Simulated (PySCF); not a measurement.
C₂H₅FO₂Si.
Bonds: O1–C2 (double), C2–O3, C2–C4, C4–Si5, Si5–F6. Hydrogens: H7 on O3; H8, H9 on C4; H10, H11 on Si5.

Jobs on this species (11 atoms, 56 electrons) with PySCF (density fitting). Hardware of each: one thread, Arm Neoverse N1, shared host. Times come from a shared host and carry two figures at best.

Question: Rank these jobs by wall time, shortest first.
A. B3LYP/def2-SVPD; 8 singlets by full TDDFT, 3 Tamm–Dancoff triplets, polarisability; 173 basis functions
B. PBE0/pcSseg-1; shieldings, charges and field gradients; 134 basis functions
C. delta-SCF UKS SCAN, pcX-2 on the ionised atom, pcseg-1 elsewhere, spin-free X2C; ΔSCF core ionisation, 7 holes; 155 basis functions

Answer: B (21 s), A (35 s), C (86 s).

All jobs:

```tsv
level and settings	work	basis functions	SCF cycles	wall time
PBE0/pcSseg-1	shieldings, charges and field gradients	134	14	21 s
B3LYP/def2-SVPD	8 singlets by full TDDFT, 3 Tamm–Dancoff triplets, polarisability	173	14	35 s
delta-SCF UKS SCAN, pcX-2 on the ionised atom, pcseg-1 elsewhere, spin-free X2C	ΔSCF core ionisation, 7 holes	155	118	86 s
```

Q: What do all jobs in the table cost together?

A: About 2.4 min; the longest takes about 61 % of that, and about 4.1 times as long as the shortest.
